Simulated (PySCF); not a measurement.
Task: Give a GFN2-xTB geometry of `C[Si](C)(C)C` (TMS).

Result: 
Z-matrix in Å and degrees, rows numbered from 1:
```
C 
Si  1  1.9091
C   2  1.9090  1  109.48
C   2  1.9092  1  109.61  3   120.03
C   2  1.9090  1  109.53  3  -119.99
H   1  1.0859  2  111.36  3   -60.01
H   1  1.0859  2  111.41  3   179.92
H   1  1.0859  2  111.34  3    59.91
H   3  1.0859  2  111.36  1  -179.63
H   3  1.0859  2  111.40  1    60.35
H   3  1.0858  2  111.36  1   -59.65
H   4  1.0858  2  111.41  1   -59.95
H   4  1.0859  2  111.42  1    60.09
H   4  1.0860  2  111.34  1  -179.88
H   5  1.0859  2  111.43  1   -60.12
H   5  1.0858  2  111.39  1    59.92
H   5  1.0859  2  111.35  1   179.91
```

Si2 (four-coordinate silicon) is tetrahedral (angles from 109.4° to 109.6°). All 4 C–Si bonds measure 1.909 Å.

Structure optimised with GFN2-xTB, isolated species.

Point group: Td (tolerance 0.08 Å). Whether it is a minimum is left open (no frequencies).

All values are computed, not measured.
